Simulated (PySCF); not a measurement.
C₄H₁₄AlNO.
Cartesian coordinates in Å at the PBE0-D3(BJ)/def2-SVP level; atoms count from 1:
```xyz
21
C4H14AlNO angstrom
C      3.0533   -0.9597    0.0637
O      1.7985   -0.4278    0.2923
Al     0.9282    0.9935   -0.2220
N     -0.9387    0.2164    0.1421
C     -1.9497    1.2193   -0.2007
C     -0.9994   -0.1277    1.5690
C     -1.0912   -0.9893   -0.6819
H      3.8742   -0.2518    0.2969
H      3.1955   -1.2813   -0.9883
H      3.2196   -1.8508    0.6979
H      0.9380    2.2448    0.7845
H      0.8703    1.2761   -1.8040
H     -1.7817    2.1261    0.3971
H     -2.9673    0.8382   -0.0046
H     -1.8601    1.4796   -1.2646
H     -1.9702   -0.5903    1.8191
H     -0.8633    0.7834    2.1677
H     -0.1784   -0.8203    1.7966
H     -2.0708   -1.4659   -0.5027
H     -1.0063   -0.7166   -1.7429
H     -0.2787   -1.6845   -0.4341
```

Method used: PySCF, TDDFT B3LYP/def2-SVPD, vertical, gas phase, core orbitals frozen in the response.

Kohn–Sham orbitals with the atoms that hold most of them (Löwdin shares over 4%, at most four atoms; ? is withheld):

| orbital | ε (eV) | atoms |
| --- | --- | --- |
| HOMO-3 | -8.29 | N4 29%, Al3 19%, H12 9%, H11 9% |
| HOMO-2 | -7.56 | O2 26%, Al3 22%, H11 18%, H12 13% |
| HOMO-1 | -7.12 | ? |
| HOMO | -6.55 | O2 42%, Al3 16%, H11 13%, H12 11% |
| LUMO | ? | ? |
| LUMO+1 | 0.41 | Al3 36%, C1 14%, O2 7%, H8 7% |
| LUMO+2 | 0.89 | Al3 24%, H13 8%, H15 8%, C5 7% |

**Question.** Give the leading atoms of the LUMO.

**Answer.** Al3 (bonded to N, O and 2 H) 15%; C5 (bonded to N and 3 H) 12%; C7 (bonded to N and 3 H) 9%; C6 (bonded to N and 3 H) 9%. By element: carbon 30% or more, aluminium 15%.

**Question.** Give the leading atoms of the HOMO-1.

**Answer.** O2 (bonded to Al and C) 53%; C1 (bonded to O and 3 H) 14%; Al3 (bonded to N, O and 2 H) 8%; H10 (bonded to C) 7%.

**Question.** What is the LUMO energy, and the HOMO–LUMO gap?

**Answer.** ε(LUMO) = 0.05 eV; the gap is 6.60 eV (0.2426 hartree).

**Question.** The HOMO–LUMO gap is 6.60 eV. Where does the response calculation put the lowest singlet, and from which orbitals?

**Answer.** S1 is at 5.92 eV (f = 0.012), 0.68 eV below the gap, made of HOMO→LUMO (96%). Without the coupling terms of the response equations the lowest excitation would equal the gap.

**Question.** One configuration dominates each of S1, S2, S3 and S6. Which, and how do the shares of the two leading atoms of either orbital change from the occupied to the empty one?

**Answer.** 
- S1 (5.92 eV, f 0.012), HOMO→LUMO (96%): O2 42% → at most 9%, Al3 16% → 15%, C5 at most 12% → 12%
- S2 (6.00 eV, f 0.0032), HOMO→LUMO+1 (96%): O2 42% → 7%, Al3 16% → 36%, C1 at most 12% → 14%
- S3 (6.51 eV, f 0.0032), HOMO-1→LUMO (70%): O2 53% → at most 9%, C1 14% → at most 9%, Al3 8% → 15%, C5 at most 7% → 12%
- S6 (6.92 eV, f 0.010), HOMO-2→LUMO (89%): O2 26% → at most 9%, Al3 22% → 15%, C5 at most 13% → 12%

Time: 11 min of wall time; peak memory 1.0 GiB. Hardware: one thread, Arm Neoverse N1 (aarch64), on a shared host.

One conformer stands for the species.

Without π bonds the low states are Rydberg-like; a valence basis with one diffuse set may place them up to an eV too high.
